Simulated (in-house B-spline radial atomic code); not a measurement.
Results of a calculation; reference values are marked as such.
**Correlation energy from the adiabatic connection: −V exp(−r²/w²), V = 1.9, w = 6.19**

Two electrons in a singlet, external potential −V exp(−r²/w²), V = 1.9, w = 6.19 (atomic units). Full CI in B-splines (partial waves to l = 8, correlation up to 0.6 % small) with the density held fixed gives W(λ) = <V_ee>_λ − U, and E_c is the integral of W(λ) − W(0) from 0 to 1.

```
   λ  W(λ) − W(0) (hartree)
   0                0.00000
0.02               -0.00198
0.05               -0.00485
0.12               -0.01116
0.25               -0.02153
 0.4               -0.03168
 0.6               -0.04283
 0.8               -0.05190
   1               -0.05940
```

Q: Integrate the table by the trapezoid rule.

A: The strips give -0.00002, -0.00010, -0.00056, -0.00212, -0.00399, -0.00745, -0.00947, -0.01113, which sum to -0.03485 hartree. The direct value, W(1) − W(0) + T_c with T_c = 0.02442, is -0.03499; the curve is convex, so chords lie above it and the trapezoids fall short in size by 0.39 %.

Q: Now use only three numbers: W(0) = -0.37343, the initial slope W'(0) = -0.1002 (extrapolated from the first points) and the strong-coupling limit of the point-charge-plus-continuum model, W∞ = -0.51168. What do second-order theory and the interpolation W(λ) = W∞ + (W(0) − W∞)/√(1 + 2χλ) of Seidl, Perdew and Levy give?

A: Second order keeps the slope alone: E_c = W'(0)/2 = -0.05010, +43 % in size against -0.03499. Matching the slope fixes χ = W'(0)/(W∞ − W(0)) = -0.1002/(-0.13825) = 0.72477. Integrating, with s = √(1 + 2χ) = 1.565103, E_c = −(W(0) − W∞)(s − 1)/(s + 1) = −0.13825 × 0.565103/2.565103 = -0.03046 hartree, -12.9 % in size against the full result. At λ = 1 the formula gives W − W(0) = -0.04992 against -0.05940. Part of the miss can come from the model's W∞.
